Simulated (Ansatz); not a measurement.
Born–Oppenheimer molecular dynamics of C₂H₉BOSi₂ (15 atoms, charge 0, multiplicity 1). It starts from a relaxed structure.

Level of theory: Ansatz, RKS PBE-D4/STO-3G.

| Quantity | Value |
| --- | --- |
| ensemble | NVE (velocity Verlet) |
| time step | 0.5 fs |
| steps asked | 132 |
| starting velocities drawn for | 500 K |
| seed | 849515 |

First frame:

```xyz
15
Properties=species:S:1:pos:R:3
B -1.898 -1.141 1.020
Si -0.646 -0.352 -0.243
Si 1.275 -1.549 -0.077
C -0.297 1.487 0.130
C 0.804 2.065 -0.800
O 0.602 2.826 -1.784
H -1.970 -0.767 2.137
H -2.571 -2.062 0.718
H -1.114 -0.448 -1.621
H 1.008 -2.971 -0.231
H 1.903 -1.348 1.219
H 2.226 -1.155 -1.107
H -1.227 2.074 0.004
H 0.037 1.584 1.181
H 1.847 1.707 -0.515
```

Question: What does the run give?

Answer: All steps were run.

```yaml
steps_done: 132
time_covered: 66 fs
mean_temperature_over_the_second_half: 252 K
spread_of_the_potential_energy_over_the_second_half: 6.0 meV per atom
mean_potential_energy_of_the_second_half_above_the_start: 28.0 meV per atom
```

The conserved energy stayed within 0.3 meV per atom of its start (net change 0.095 meV per atom), so the integration is sound. The temperature averaged 0.50 of the 500 K drawn at the start: a run that starts near a minimum puts about half its kinetic energy into the potential. A run of 0.066 ps of so small a system gives no equilibrium averages. Limits of this set-up: minimal basis.

Question: What happens to the structure?

Answer: The same pairs are bonded in the first frame and the last. Pairs count as bonded within 1.25 times the sum of covalent radii (0.12 Å more for H–H). This is one draw of velocities; another would differ in detail.

Question: How do temperature and energy run in time?

Answer: 
| time (fs) | T (K) | potential energy less start (eV) | conserved less start (meV/atom) |
| --- | --- | --- | --- |
| 0.0 | 500 | 0.000 | 0.00 |
| 3.0 | 258 | 0.411 | 0.30 |
| 6.0 | 251 | 0.421 | 0.15 |
| 9.0 | 216 | 0.480 | 0.23 |
| 12.0 | 277 | 0.376 | 0.11 |
| 15.0 | 183 | 0.537 | 0.25 |
| 18.0 | 276 | 0.379 | 0.15 |
| 21.0 | 271 | 0.388 | 0.16 |
| 24.0 | 229 | 0.459 | 0.24 |
| 27.0 | 348 | 0.258 | 0.12 |
| 30.0 | 280 | 0.373 | 0.19 |
| 33.0 | 228 | 0.460 | 0.18 |
| 36.0 | 218 | 0.477 | 0.24 |
| 39.0 | 343 | 0.264 | 0.06 |
| 42.0 | 162 | 0.573 | 0.30 |
| 45.0 | 275 | 0.379 | 0.12 |
| 48.0 | 240 | 0.440 | 0.21 |
| 51.0 | 262 | 0.401 | 0.14 |
| 54.0 | 241 | 0.439 | 0.22 |
| 57.0 | 274 | 0.381 | 0.15 |
| 60.0 | 199 | 0.509 | 0.19 |
| 63.0 | 243 | 0.436 | 0.23 |
| 66.0 | 362 | 0.233 | 0.09 |

Time of the run: 15 min on 1 thread of AMD EPYC (Zen 3), with other jobs on the host, peak memory 0.12 GiB.
